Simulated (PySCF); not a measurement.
## N²⁺: ionisation energy

N²⁺ [He] 2s2 2p1 (2P) → N³⁺ [He] 2s2 (1S), as a difference of total energies. Calculation: PySCF 2.14, in x2c-TZVPPall with one added diffuse shell each of s, p, d type (6s4p3d1f, 40 functions); the spin-free X2C one-electron Hamiltonian (Gaussian nucleus). Correlated levels: valence: 1s2 frozen; valence and next inner shell: nothing frozen. The calculations carry no spin-orbit coupling.

```
                                method  ionisation energy (eV)  plus first-order spin-orbit estimate  difference from reference of that sum (eV)
                                   UHF                  47.293                                47.307                                      -0.138
                                   LDA                  47.856                                47.871                                      +0.426
                                   PBE                  48.019                                48.033                                      +0.588
                                  PBE0                  48.001                                48.016                                      +0.571
                                r2SCAN                  48.216                                48.231                                      +0.786
                                 TPSSh                  48.195                                48.210                                      +0.765
                                 B3LYP                  48.291                                48.306                                      +0.861
                                revPBE                  47.975                                47.990                                      +0.545
                                 wB97X                  47.773                                47.788                                      +0.343
                         MP2 (valence)                  47.463                                47.477                                      +0.032
                     SCS-MP2 (valence)                  47.415                                47.430                                      -0.015
    MP2 (valence and next inner shell)                  47.480                                47.494                                      +0.049
SCS-MP2 (valence and next inner shell)                  47.426                                47.440                                      -0.005
```

Reference: 47.445 eV (semi-empirical (NIST evaluation); NIST Atomic Spectra Database, ionization energies).

A first-order spin-orbit estimate (lowest level to lowest level, LS coupling) adds 0.015 eV.

Errors of the correlated levels include the incompleteness of this basis and the frozen core.
